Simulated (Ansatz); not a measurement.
Other settings, tried on `CCCCCCCCCCCCCCSC(C)=O`.

```yaml
crystal:
  periodic: [false, false, false]
  atoms:
    - {symbol: C, position_ang: [-8.929937, 0.170782, 0.372364]}
    - {symbol: C, position_ang: [-7.442346, 0.470515, 0.181010]}
    - {symbol: C, position_ang: [-6.859452, -0.148233, -1.095301]}
    - {symbol: C, position_ang: [-5.385065, 0.182506, -1.362947]}
    - {symbol: C, position_ang: [-4.398983, -0.374799, -0.330352]}
    - {symbol: C, position_ang: [-2.931780, -0.103275, -0.673913]}
    - {symbol: C, position_ang: [-1.939287, -0.649654, 0.355783]}
    - {symbol: C, position_ang: [-0.471680, -0.396104, 0.000238]}
    - {symbol: C, position_ang: [0.514948, -0.940450, 1.039113]}
    - {symbol: C, position_ang: [1.997447, -0.778638, 0.674794]}
    - {symbol: C, position_ang: [2.479921, 0.675628, 0.598339]}
    - {symbol: C, position_ang: [3.962642, 0.842996, 0.240788]}
    - {symbol: C, position_ang: [4.938718, 0.306866, 1.295557]}
    - {symbol: C, position_ang: [6.407633, 0.611313, 1.007188]}
    - {symbol: S, position_ang: [6.978989, -0.239703, -0.515140]}
    - {symbol: C, position_ang: [8.697561, 0.306590, -0.501432]}
    - {symbol: C, position_ang: [9.502152, -0.245877, -1.661314]}
    - {symbol: O, position_ang: [9.145811, 1.038333, 0.361152]}
    - {symbol: H, position_ang: [-9.115898, -0.922328, 0.432809]}
    - {symbol: H, position_ang: [-9.532510, 0.558581, -0.475987]}
    - {symbol: H, position_ang: [-9.327611, 0.628108, 1.301055]}
    - {symbol: H, position_ang: [-6.877752, 0.107265, 1.067362]}
    - {symbol: H, position_ang: [-7.281838, 1.572131, 0.154930]}
    - {symbol: H, position_ang: [-7.468285, 0.188795, -1.963756]}
    - {symbol: H, position_ang: [-6.985683, -1.254702, -1.054425]}
    - {symbol: H, position_ang: [-5.262078, 1.288080, -1.426179]}
    - {symbol: H, position_ang: [-5.105249, -0.205730, -2.367464]}
    - {symbol: H, position_ang: [-4.618844, 0.050125, 0.674196]}
    - {symbol: H, position_ang: [-4.556006, -1.473469, -0.230461]}
    - {symbol: H, position_ang: [-2.701749, -0.538593, -1.673245]}
    - {symbol: H, position_ang: [-2.777559, 0.994196, -0.786986]}
    - {symbol: H, position_ang: [-2.103559, -1.744434, 0.480303]}
    - {symbol: H, position_ang: [-2.159150, -0.202424, 1.352093]}
    - {symbol: H, position_ang: [-0.318384, 0.697512, -0.135979]}
    - {symbol: H, position_ang: [-0.248903, -0.854445, -0.990659]}
    - {symbol: H, position_ang: [0.300313, -2.019948, 1.201697]}
    - {symbol: H, position_ang: [0.322596, -0.447872, 2.019772]}
    - {symbol: H, position_ang: [2.606447, -1.332163, 1.421726]}
    - {symbol: H, position_ang: [2.193465, -1.277937, -0.301862]}
    - {symbol: H, position_ang: [2.277584, 1.177695, 1.572663]}
    - {symbol: H, position_ang: [1.874312, 1.225820, -0.153168]}
    - {symbol: H, position_ang: [4.166466, 0.348342, -0.735428]}
    - {symbol: H, position_ang: [4.178087, 1.922256, 0.078574]}
    - {symbol: H, position_ang: [4.694793, 0.760560, 2.282360]}
    - {symbol: H, position_ang: [4.809539, -0.789375, 1.425340]}
    - {symbol: H, position_ang: [7.068853, 0.282074, 1.832956]}
    - {symbol: H, position_ang: [6.581612, 1.697813, 0.865352]}
    - {symbol: H, position_ang: [9.540522, -1.353007, -1.610198]}
    - {symbol: H, position_ang: [10.528046, 0.163582, -1.615599]}
    - {symbol: H, position_ang: [9.031129, 0.024695, -2.627711]}
basis:
  gaussian: {orbitals: 6-31G, fitting: {mean_field: cc-pVTZ-jkfit}}
hamiltonian: {xc: {name: SPW92}}
scf: {omitted_lower_state_checks: [starts]}
output: {forces: true}
```

```sh
$ ansatz run in.yaml --threads 2 --pin off --events-out ev --progress --plain --max-ram 32768MiB --backend cuda --devices 0, --max-vram 18GiB
```

Shortened log:

```
Functional definition: SPW92
2424 factors; integrals over basis functions are off by at most 2.4e-3 eV
mean field evaluation 1: about -29736.3139 eV, gradient 1.3e2 eV
mean field evaluation 2: about -29650.1001 eV, gradient 2.2e2 eV
mean field evaluation 4: about -29777.3088 eV, gradient 1.1e1 eV
mean field evaluation 8: about -29777.5871 eV, gradient 1.6e-1 eV
mean field evaluation 16: about -29777.6119 eV, gradient 2.5e-4 eV
mean field -29777.61190014 eV, -1094.3070533397 hartree, gradient 7.1e-5 eV, S^2 0.000000; 0 other end points of the search recorded, 0 dependent functions left out
reference -29777.61195443 eV, -1094.3070553351 hartree; 76, 76 occupied and 154, 154 virtual orbitals, 2424 factors
Total energy: -29777.61195443 eV, -1094.3070553351 hartree
Atom 0 force     0.143619     0.003613    -0.056086 eV/Å
Atom 1 force    -0.027060    -0.068361    -0.100061 eV/Å
Atom 2 force     0.059961     0.063142     0.131808 eV/Å
Atom 3 force    -0.007647    -0.056727     0.148821 eV/Å
Atom 4 force     0.014362     0.045408    -0.074376 eV/Å
Atom 5 force    -0.020736    -0.045078     0.076558 eV/Å
Atom 6 force     0.020596     0.045164    -0.076971 eV/Å
Atom 7 force    -0.011185    -0.043959     0.076919 eV/Å
Atom 8 force     0.003515     0.095277    -0.123812 eV/Å
Atom 9 force    -0.056235     0.151473    -0.014599 eV/Å
Atom 10 force     0.063171    -0.147047     0.018945 eV/Å
Atom 11 force     0.013577    -0.106312     0.128056 eV/Å
Atom 12 force     0.073159     0.062979    -0.147916 eV/Å
Atom 13 force    -0.412623     0.392915     0.715085 eV/Å
Atom 14 force    -0.517181    -0.585376    -0.687498 eV/Å
Atom 15 force     0.515242    -0.852580    -1.446913 eV/Å
Atom 16 force    -0.307822     0.125737     0.319161 eV/Å
Atom 17 force     0.419940     0.870947     1.079072 eV/Å
Atom 18 force     0.052312     0.070676    -0.013605 eV/Å
Atom 19 force     0.080313    -0.017235     0.038285 eV/Å
Atom 20 force     0.057677    -0.030173    -0.076888 eV/Å
Atom 21 force     0.018399    -0.018458    -0.044762 eV/Å
Atom 22 force    -0.002704    -0.043879    -0.032351 eV/Å
Atom 23 force     0.005288     0.016441     0.043004 eV/Å
Atom 24 force     0.018310     0.026307     0.038062 eV/Å
Atom 25 force    -0.009060    -0.019837     0.044196 eV/Å
Atom 26 force     0.007332    -0.017055     0.037124 eV/Å
Atom 27 force    -0.019265     0.025398    -0.011100 eV/Å
Atom 28 force     0.004436     0.015832    -0.030071 eV/Å
Atom 29 force    -0.012586    -0.020848     0.025139 eV/Å
Atom 30 force    -0.009645    -0.014198     0.030073 eV/Å
Atom 31 force     0.012616     0.012288    -0.030963 eV/Å
Atom 32 force     0.009041     0.019124    -0.027608 eV/Å
Atom 33 force     0.016012     0.006359     0.028257 eV/Å
Atom 34 force    -0.005709    -0.017810     0.028565 eV/Å
Atom 35 force    -0.008045     0.023693    -0.035498 eV/Å
Atom 36 force     0.006378     0.028094    -0.037137 eV/Å
Atom 37 force     0.020932     0.037690     0.007386 eV/Å
Atom 38 force    -0.022514     0.040873     0.002732 eV/Å
Atom 39 force     0.017005    -0.040639     0.003421 eV/Å
Atom 40 force    -0.023596    -0.041194    -0.003975 eV/Å
Atom 41 force     0.003183    -0.032630     0.035692 eV/Å
Atom 42 force     0.005819    -0.020980     0.029317 eV/Å
Atom 43 force    -0.012105     0.012941    -0.048329 eV/Å
Atom 44 force    -0.032740     0.022713    -0.041198 eV/Å
Atom 45 force    -0.055306     0.040555    -0.046288 eV/Å
Atom 46 force    -0.041203    -0.068083     0.023354 eV/Å
Atom 47 force     0.012848     0.094587     0.004259 eV/Å
Atom 48 force    -0.111686    -0.031889     0.009099 eV/Å
Atom 49 force     0.051607    -0.009881     0.085616 eV/Å
Dipole moment:    -0.187081    -0.133141    -0.129898 e Å
Checks for a lower state left out: starts
```

Run time 9 s (2 threads of AMD EPYC 7R13 on a shared host and a share (18 GiB) of an NVIDIA H100 80GB HBM3).
